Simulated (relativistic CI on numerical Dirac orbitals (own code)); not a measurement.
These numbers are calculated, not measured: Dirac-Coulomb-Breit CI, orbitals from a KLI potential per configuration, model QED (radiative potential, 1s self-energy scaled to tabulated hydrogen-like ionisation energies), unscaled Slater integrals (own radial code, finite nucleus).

The strongest absorption lines from the ground level of an ion, among the configurations computed and to levels below about 421 eV (vacuum wavelength in Å, gf): 32.541 (0.15), 34.768 (0.48), 35.440 (0.52), 36.179 (0.32), 50.346 (0.083), 51.873 (0.64), 52.780 (0.23), 63.193 (8.8).

(1) Which ion is it?
A. Eu17+
B. Tm23+
C. Ho21+
D. Tb19+

Answers

(1) D. Tb19+ has 46 electrons and the ground level 4s2 4p6 4d10 1S_0; the strongest line goes to 4s2 4p6 4d9 4f 1P°_1. The pattern of lines fixes the number of electrons, and along that sequence the line energies rise steadily with the charge (about as its square where n changes within one kind of shell, about linearly where n is kept but much faster in heavy ions where fine structure, which grows about as Z⁴, sets the gap, and irregularly where shells cross), which fixes Z. Configurations outside the model, such as inner-shell arrays, can give stronger lines. At this charge energies of transitions that change n are usually good to better than 1 %, and those within a shell (Δn = 0) to a few per cent.

LS names give the leading component of a level, which can be under half, so a name can repeat, a term be missing and a line seem to break the LS rules.
